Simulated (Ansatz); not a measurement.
Stepwise reaction of `[Br][Ge][Br]` with hydrogen chloride, as a gas-phase model of exchange steps in deposition or etching. ΔE in kJ/mol; ΔG adds harmonic PBE0-D4 terms to CCSD(T)/CBS, at 1 bar.

Gas-phase electronic energies from Ansatz, PBE0-D4/def2-TZVP geometries. CBS: MP2 limit from def2 TZ/QZ plus the TZ coupled-cluster correction, frozen cores. This one scheme is used for every species. DFT in def2-TZVPP. B3LYP here is the variant with VWN-RPA as its local correlation; programs differ in this. For Br, Ge outer-core shells are correlated without core-valence functions, which leaves a few kJ/mol of doubt a bond. Scalar relativity is left out up to krypton.

```
step                                     reaction  PBE-D4  B3LYP-D4  ωB97M-V  CCSD(T)/CBS  ΔG(600 K)
   1  `[Br][Ge][Br]` + HCl → `[Cl][Ge][Br]` + HBr     9.8       9.5      7.1          9.4        4.3
   2  `[Cl][Ge][Br]` + HCl → `[Cl][Ge][Cl]` + HBr     9.4       8.8      6.4          8.9       10.7
```

By hand: ΔE of the 2 steps together at CCSD(T)/CBS.

(9.4) + (8.9) = 18.3 kJ/mol, or 9.2 kJ/mol a step.

In ΔE the steps differ by no more than 0.5 kJ/mol. All are uphill at CCSD(T)/CBS. ΔG lies between 4.3 and 10.7 kJ/mol a step. PBE-D4 differs from CCSD(T)/CBS by 0.4 to 0.5 kJ/mol a step. Isolated molecules leave out the surface, adducts and barriers. Largest T1 diagnostic: 0.013.
